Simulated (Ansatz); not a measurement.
`CCN[SiH3]` + H₂ → `CN[SiH3]` + CH₄ at 600 K and 1 bar (hydrogenolysis of a C–C bond).

Calculated with Ansatz (gas phase, PBE0-D4/def2-TZVP geometries, no zero-point term in ΔE). CCSD(T)/CBS adds triple-zeta CCSD(T) − MP2 to the extrapolated MP2 energy (def2 sets, frozen cores). This one scheme is used for every species. Each species was taken in one conformer, which may not be the lowest.

```
    species  CCSD(T)/CBS energy (Eh)  H − E (kJ/mol)  S (J/(mol·K))
`CCN[SiH3]`               -425.31370           344.4          426.9
         H₂                 -1.17544            43.9          150.8
 `CN[SiH3]`               -386.04948           257.3          374.7
        CH₄                -40.46206           140.4          215.7
```

H − E and S are ideal-gas, rigid-rotor, harmonic terms from PBE0-D4/def2-TZVP, for one conformer and one mirror image of each species. For small species the MP2-based limit differs from directly extrapolated CCSD(T) by up to some mEh (0.8 for H₂); such offsets cancel only in part. 1 Eh = 2625.50 kJ/mol, R = 8.31446 J/(mol·K).

Problem. By hand: ΔE, ΔH, ΔS and ΔG.

Solution. ΔE = (-386.04948) + (-40.46206) − (-425.31370) − (-1.17544) = -0.02240 Eh = -58.8 kJ/mol. Δ(H − E) = 257.3 + 140.4 − 344.4 − 43.9 = 9.4, so ΔH = -49.4 kJ/mol. ΔS = 374.7 + 215.7 − 426.9 − 150.8 = 12.7 J/(mol·K). ΔG = -49.4 − 600 × (12.7)/1000 = -57.0 kJ/mol.

Problem. By hand: the equilibrium constant, and the temperature at which ΔG would vanish if ΔH and ΔS stayed fixed.

Solution. log₁₀ K = −ΔG/(RT ln 10) = 5.0. ΔH and −TΔS have one sign here, so there is no such temperature.

The number of gas molecules stays the same, so ΔS is small and ΔH decides. A doubt of 5 kJ/mol in ΔE shifts log₁₀ K by 0.4 here. Other conformers and mirror images would add mixing entropy, several J/(mol·K) or more a flexible species. Modes under 60 cm⁻¹, often nearly free rotors, make the harmonic entropy too high. These are equilibria of isolated gas molecules and say nothing of rates. Largest T1 diagnostic: 0.010 (customary marks: 0.02 for closed shells, 0.045 for open ones).

ΔS is within the doubt of such terms, so its sign, and with it that verdict, could turn.
